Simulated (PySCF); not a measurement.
Species: C7H13NOSi.
SMILES with atom numbers: `[CH2:1]=[N:2][C:3](=[CH2:4])[O:5][SiH2:6][CH:7]1[CH2:8][CH2:9][CH2:10]1`

Cartesian coordinates in Å at the GFN2-xTB level; atoms count from 1:
```
atom  x, y, z in Å
C1     4.2925    0.7295   -0.0898
N2     3.3861    1.5243    0.2825
C3     2.0448    1.2347    0.1232
C4     1.1543    2.1200    0.5725
O5     1.7288    0.0626   -0.4756
Si6    0.3678   -0.5895   -1.0874
C7    -1.0294   -0.7873    0.1867
C8    -2.1784    0.2434    0.1069
C9    -3.0746   -0.8252   -0.5293
C10   -2.0447   -1.8966   -0.1541
H11    4.1163   -0.2407   -0.5565
H12    5.3174    1.0325    0.0671
H13    1.4981    3.0212    1.0415
H14    0.0980    1.9520    0.4841
H15   -0.1072    0.2225   -2.2118
H16    0.9110   -1.8807   -1.4954
H17   -0.6109   -0.8843    1.1920
H18   -2.0027    1.1283   -0.5044
H19   -2.5307    0.5628    1.0872
H20   -4.0659   -0.9407   -0.0939
H21   -3.1749   -0.7002   -1.6059
H22   -2.3422   -2.4825    0.7143
H23   -1.7584   -2.5792   -0.9520
```

NICS = −σ at a ghost point: NICS(0) at the centroid of the ring atoms, NICS(1) 1 Å to either side along the normal of their mean plane, zz for the tensor component along that normal. Level: GIAO PBE0/pcSseg-1 (PySCF, non-relativistic, gas phase) on the GFN2-xTB geometry, one conformer.

Ring bond lengths (Å), with Mayer bond orders in brackets: C7–C8 1.546 (1.01), C8–C9 1.533 (1.04), C9–C10 1.533 (1.04), C10–C7 1.542 (1.01).

Problem. Give the NICS values of each ring in ppm.

Solution. 
```tsv
ring	type	NICS(0)	NICS(1), two faces	NICS(1)zz, two faces	rms pucker (Å)	centre to ring atoms, mean (Å)
C7–C8–C9–C10	4-membered carbocycle; formal bonds all single	1.1	0.7 / -0.4	4.8 / 5.2	0.08	1.08
```

Problem. What can be read from them?

Solution. 
- C7–C8–C9–C10: mean NICS(1)zz 5.0 ppm, deshielded. C7, C8, C9, C10 have four or more neighbours, and the NICS criterion for π rings isn't applied.

Problem. Give the inner angles of the rings and the Hirshfeld charges of the ring atoms.

Solution. 
- C7–C8–C9–C10: C7 88.8° (-0.117 e), C8 89.5° (-0.071 e), C9 89.6° (-0.070 e), C10 89.6° (-0.069 e); sum 357.5° against 360° for a flat convex ring.

Problem. How shielded are the nuclei of the rings and their hydrogens (means over atoms taken as equivalent)?

Solution. 
```csv
atoms,environment,σ isotropic (ppm),"principal values of the symmetric part, first atom (ppm)"
C7,sp3 carbon bound to silicon,168.5,"157.1, 170.2, 178.2"
C8 (×2),four-membered-ring carbon,163.8,"147.8, 158.3, 179.8"
C9,four-membered-ring carbon,165.7,"151.5, 166.2, 179.4"
H17,methine hydrogen,29.58,"25.7, 28.7, 34.4"
H18 (×2),methylene hydrogen,29.79,"26.1, 28.1, 34.6"
H19 (×2),methylene hydrogen,29.12,"26.0, 27.2, 34.0"
H20,methylene hydrogen,29.65,"26.2, 26.3, 36.5"
H21,methylene hydrogen,29.62,"27.0, 27.4, 34.5"
```
